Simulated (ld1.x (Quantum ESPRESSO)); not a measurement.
# Transferability test, TM potential for oxygen

O (Z = 8), norm-conserving Troullier–Martins (Kleinman–Bylander form), made with ld1.x (Quantum ESPRESSO) 7.5 (PBE, non-relativistic). Core [He], reference 2s2 2p3.5 (charge +0.5). Waves: 2p (bound): rc 2.15 bohr; 2s (bound): rc 0.95 bohr. Local part: the s channel. Core correction: none.

Energies are relative to the spin-unpolarised reference configuration 2s2 2p3.5; without spin polarisation the order of configurations can differ from experiment.

| valence configuration | charge | ΔE all-electron (eV) | error AE − PS (meV) |
| --- | --- | --- | --- |
| 2s2 2p3 | +1 | 10.149 | +33 |
| 2s2 2p2 | +2 | 43.743 | +558 |
| 2s2 2p0 | +4 | 174.517 | +7017 |
| 2s1 2p4 | +1 | 25.319 | -127 |
| 2s1 2p5 | 0 | 8.606 | +100 |
| 2s2 2p1 | +3 | 97.615 | +2475 |

Task: What are ΔE and the potential's error for 2s2 2p4?

Result: ΔE = -6.290 eV all-electron; the error (AE − PS) is +13 meV.
